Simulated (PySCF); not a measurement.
**Sb³⁴⁺: ionisation energy**

Sb³⁴⁺ [Ne] 3s2 3p5 (2P) → Sb³⁵⁺ [Ne] 3s2 3p4 (3P), as a difference of total energies. All numbers are calculated (PySCF 2.14, scalar relativity by spin-free X2C-1e, in an uncontracted even-tempered set (18 s from 5.3 bohr⁻², ratio 2.5; 12 p from 6.9 bohr⁻², ratio 2.5; 5 d from 32 bohr⁻², ratio 2.7; 4 f from 47 bohr⁻², ratio 2.7)). Correlated levels: outer shells: 1s2 frozen; virtual orbitals above 40 to 60 times the deepest correlated orbital energy dropped. The calculations carry no spin-orbit coupling.

| method | ionisation energy (eV) |
| --- | --- |
| UHF | 2283.7 |
| LDA | 2285.9 |
| PBE | 2286.1 |
| PBE0 | 2286.0 |
| r2SCAN | 2286.3 |
| PBEsol | 2285.6 |
| M06-2X | 2286.4 |
| MP2 (outer shells) | 2284.7 |
| SCS-MP2 (outer shells) | 2284.6 |

Spin-orbit coupling is strong in these open shells (close to jj coupling). The scalar numbers leave it out and a first-order estimate fails, so it can dominate the gap to the real levels.

Breit and QED terms and the two-electron picture change are absent.

For comparison: 2266 ± 5 eV (theoretical estimate listed by NIST; NIST Atomic Spectra Database, ionization energies).
